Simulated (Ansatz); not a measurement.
A nudged elastic band was laid between two geometries of C3H7F3Si (14 atoms, charge 0, multiplicity 1).

Theory: Ansatz, RKS BHLYP/def2-SVP.

- movable images: 7
- climbing image: yes
- spring: 5.0 eV/Å²
- optimiser: quadratic models (default)
- start path: through a guess of the saddle point
- force threshold: 0.05 eV/Å
- iteration limit: 44
- end points: relaxed

Initial state:

```xyz
14
Properties=species:S:1:pos:R:3
C -0.193 -2.004 0.123
Si 0.578 -0.511 0.903
F 2.126 -0.399 0.437
C -0.271 1.091 0.297
C -0.096 1.477 -1.142
F -1.606 0.936 0.556
F 0.147 2.125 1.078
H -0.095 -1.977 -0.966
H -1.258 -2.049 0.371
H 0.281 -2.921 0.482
H 0.540 -0.531 2.375
H 0.962 1.630 -1.362
H -0.487 0.698 -1.799
H -0.642 2.405 -1.326
```

Final state:

```xyz
14
Properties=species:S:1:pos:R:3
C -0.369 -2.138 0.714
Si 0.662 -0.642 0.373
F 1.700 -0.936 -0.837
C -0.453 0.789 -0.226
C 0.207 2.014 -0.785
F -1.312 0.289 -1.161
F -1.228 1.148 0.843
H -0.946 -2.403 -0.176
H -1.072 -1.930 1.526
H 0.249 -2.993 1.001
H 1.456 -0.179 1.527
H 0.847 2.477 -0.032
H 0.812 1.749 -1.653
H -0.566 2.727 -1.085
```

(1) Which bonds break or form, and what moves?

(2) What energy profile does the band end with?

(3) What is the geometry of the highest image?

Answers

(1) No bond is made or broken. The dihedral H11–Si2–C4–C5 goes from 167 to 65°.

(2) The forces met the threshold. The highest image is number 4 of 0 to 8, 0.9 kcal/mol above the first end and 1.5 kcal/mol above the last; the last end lies 0.7 kcal/mol below the first. A vibrational analysis at the climbing image gives one clearly imaginary mode, 43i cm⁻¹: a first-order saddle point.

| image | path coordinate (Å) | energy (kcal/mol) | dihedral H11–Si2–C4–C5 (°) |
| --- | --- | --- | --- |
| 0 | 0.00 | 0.0 | 167 |
| 1 | 0.54 | 0.2 | 156 |
| 2 | 1.08 | 0.5 | 144 |
| 3 | 1.62 | 0.8 | 131 |
| 4 | 2.16 | 0.9 | 120 |
| 5 | 2.80 | 0.6 | 105 |
| 6 | 3.44 | 0.1 | 92 |
| 7 | 4.07 | -0.5 | 78 |
| 8 | 4.71 | -0.7 | 65 |

(3) 
```xyz
14
Properties=species:S:1:pos:R:3
C -0.317 -2.118 0.404
Si 0.630 -0.554 0.686
F 1.954 -0.546 -0.252
C -0.407 0.970 0.127
C 0.112 1.742 -1.051
F -1.671 0.536 -0.157
F -0.536 1.819 1.185
H -0.599 -2.211 -0.648
H -1.236 -2.114 0.998
H 0.273 -2.995 0.685
H 1.077 -0.363 2.078
H 1.107 2.137 -0.841
H 0.171 1.100 -1.931
H -0.572 2.570 -1.254
```

The run took 3.3 min on 2 threads of Arm Neoverse V2 (shared host), peak memory 0.39 GiB.
